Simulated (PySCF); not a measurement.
**Ionisation energy of Tl(78+) by level of theory**

Tl(78+) [He] 2s1 [2s1/2^1, M_J = 1/2] → Tl(79+) 1s2, as a difference of total energies. Calculation: PySCF 2.14, in an even-tempered Gaussian basis (16 s from 71 bohr⁻², ratio 2.4; 13 p from 92 bohr⁻², ratio 2.4; 5 d from 280 bohr⁻², ratio 2.6; 4 f from 420 bohr⁻², ratio 2.6); the two-component X2C-1e Hamiltonian. Correlated levels: nothing frozen; the 28 highest virtual spinors dropped. "Screened" scales the spin-orbit matrix elements by Boettger's factors to mimic the two-electron term; Breit and QED terms are absent.

```json
{"method": "GHF (screened spin-orbit)", "ionisation energy (eV)": "24270.4"}
{"method": "GMP2 (screened spin-orbit)", "ionisation energy (eV)": "24270.7"}
```

For this ion Breit and QED terms and the two-electron picture change, all absent here, outweigh the correlation shift from GHF to GMP2.

For comparison: 24234.1 ± 0.4 eV (theoretical estimate listed by NIST; NIST Atomic Spectra Database, ionization energies).
